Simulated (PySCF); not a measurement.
## Electronic absorption of C3H9NO2Si

Compound: C₃H₉NO₂Si.
SMILES: `C1CO[Si](N)(O1)C`

Level of theory: TDDFT PBE0/def2-SVPD, vertical, gas phase, core orbitals frozen in the response in PySCF. The structure is a single GFN2-xTB conformer in the gas phase; no vibrational or solvent corrections.

Question: List the vertical singlet excitations with oscillator strengths and describe the spectrum.

Answer: 

```json
{"state": "S1", "E (eV)": "6.55", "E (kJ/mol)": "632", "λ (nm)": "189.2", "f": "0.024", "main configurations (H = HOMO, L = LUMO)": "H→L (94%)"}
{"state": "S2", "E (eV)": "7.08", "E (kJ/mol)": "684", "λ (nm)": "175.0", "f": "0.014", "main configurations (H = HOMO, L = LUMO)": "H-1→L (74%), H→L+1 (17%)"}
{"state": "S3", "E (eV)": "7.45", "E (kJ/mol)": "718", "λ (nm)": "166.5", "f": "0.0040", "main configurations (H = HOMO, L = LUMO)": "H→L+1 (58%), H-2→L (20%), H-1→L (18%)"}
{"state": "S4", "E (eV)": "7.52", "E (kJ/mol)": "725", "λ (nm)": "164.9", "f": "0.023", "main configurations (H = HOMO, L = LUMO)": "H-2→L (71%), H→L+1 (19%)"}
{"state": "S5", "E (eV)": "7.77", "E (kJ/mol)": "750", "λ (nm)": "159.6", "f": "0.013", "main configurations (H = HOMO, L = LUMO)": "H→L+2 (90%)"}
{"state": "S6", "E (eV)": "7.94", "E (kJ/mol)": "766", "λ (nm)": "156.2", "f": "0.016", "main configurations (H = HOMO, L = LUMO)": "H-1→L+1 (69%), H→L+4 (17%)"}
```

Triplets, Tamm–Dancoff:

```
state  E (eV)  λ (nm)  main configurations (H = HOMO, L = LUMO)
   T1    6.30   196.9                                 H→L (82%)
   T2    6.86   180.8       H-1→L (59%), H→L+1 (18%), H→L (10%)
```

The lowest singlet lies at 6.55 eV (189 nm, vacuum ultraviolet) and is weak; its leading configuration is HOMO→LUMO (94%). The largest oscillator strength of a single state is 0.024. Löwdin shares by element: HOMO nitrogen 36%, oxygen 34%, carbon 6% or more (atoms not listed hold the other 24%); LUMO silicon 26%, hydrogen 17% or more, carbon 9% or more (atoms not listed hold the other 48%). The oscillator strengths of these states sum to 0.095; summed over the whole spectrum of an exact calculation they would give the number of electrons, 64 (Thomas–Reiche–Kuhn). The listed states span 1.39 eV, and the widest gap between neighbours is 0.53 eV (S1 to S2). Weighted by f, the mean energy of these states is 7.32 eV. Singlets were solved by full linear response, triplets in the Tamm–Dancoff approximation.

Time: 55 s; peak memory 0.85 GiB. Hardware: an Arm Neoverse N1 with one thread, on a shared host.

Without π bonds the low states may be Rydberg-like; a valence basis with one diffuse set may place them up to an eV too high.
